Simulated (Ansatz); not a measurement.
These are Ansatz (a program for electronic structure) with B3LYP-D3(BJ)/def2-TZVP values and carry that method's errors. No frequencies were computed at this level.

Ansatz 0.2 input:
```yaml
crystal:
  periodic: [false, false, false]
  atoms:
    - { symbol: Ga, position_ang: [0.000039, -0.00002, -0.000173] }
    - { symbol: H, position_ang: [1.56394, -0.091148, -0.000013] }
    - { symbol: H, position_ang: [-0.702958, 1.399831, 0.01598] }
    - { symbol: H, position_ang: [-0.861021, -1.308663, -0.015794] }
basis:
  gaussian: { orbitals: def2-tzvp }
hamiltonian:
  xc: b3lyp
  dispersion: d3bj
relax:
  max_steps: 150
```

Output:

```
Functional definition: B3LYP
535 factors; their error is unknown
mean field evaluation 1: about -52426.5937 eV, gradient 2.6e1 eV
mean field evaluation 2: about -52426.6418 eV, gradient 3.3e1 eV
mean field evaluation 4: about -52427.4240 eV, gradient 1.7e-1 eV
mean field evaluation 8: about -52427.5712 eV, gradient 6.6e-2 eV
mean field -52427.57119593 eV, -1926.6777047663 hartree, gradient 3.3e-5 eV, S^2 0.000000; 0 other end points of the search recorded, 0 dependent functions left out
reference -52427.57141471 eV, -1926.6777128063 hartree; 17, 17 occupied and 49, 49 virtual orbitals, 535 factors
relax step   1: F+E_penalty+E_count = -52427.62599092 eV  Δ(F+E_penalty+E_count) = +0.000e0 eV  max|allowed force component| = 4.671e-2 eV/Å  Δτ_max = 0.0000 Å  (20 SCF iters, accepted)
these checks for a lower state are left out or cut short: starts, cluster_reference, orbital_swaps, neighbouring_geometries, increment
535 factors; their error is unknown
mean field evaluation 16: about -52427.5714 eV, gradient 4.0e-5 eV
mean field -52427.57143862 eV, -1926.6777136852 hartree, gradient 8.2e-5 eV, S^2 0.000000; 0 other end points of the search recorded, 0 dependent functions left out
reference -52427.57165741 eV, -1926.6777217255 hartree; 17, 17 occupied and 49, 49 virtual orbitals, 535 factors
relax step   2: F+E_penalty+E_count = -52427.62621292 eV  Δ(F+E_penalty+E_count) = -2.220e-4 eV  max|allowed force component| = 8.107e-3 eV/Å  Δτ_max = 0.0028 Å  (16 SCF iters, accepted)
535 factors; their error is unknown
mean field -52427.57143862 eV, -1926.6777136852 hartree, gradient 8.2e-5 eV, S^2 0.000000; 1 other end points of the search recorded, 0 dependent functions left out
reference -52427.57165741 eV, -1926.6777217255 hartree; 17, 17 occupied and 49, 49 virtual orbitals, 535 factors
Total energy: -52427.62643170 eV, -1926.6797346436 hartree
Atom 0 at    -0.000011     0.000009     0.000127 Å, force    -0.000108    -0.000083    -0.000940 eV/Å
Atom 1 at     1.566586    -0.091379    -0.000114 Å, force     0.008107    -0.000428     0.000313 eV/Å
Atom 2 at    -0.704175     1.402331     0.015908 Å, force    -0.003585     0.007124     0.000394 eV/Å
Atom 3 at    -0.862400    -1.310961    -0.015922 Å, force    -0.004413    -0.006613     0.000233 eV/Å
Dipole moment:    -0.000010     0.000011     0.000121 e Å
```

Cost: very roughly 4 core-seconds.
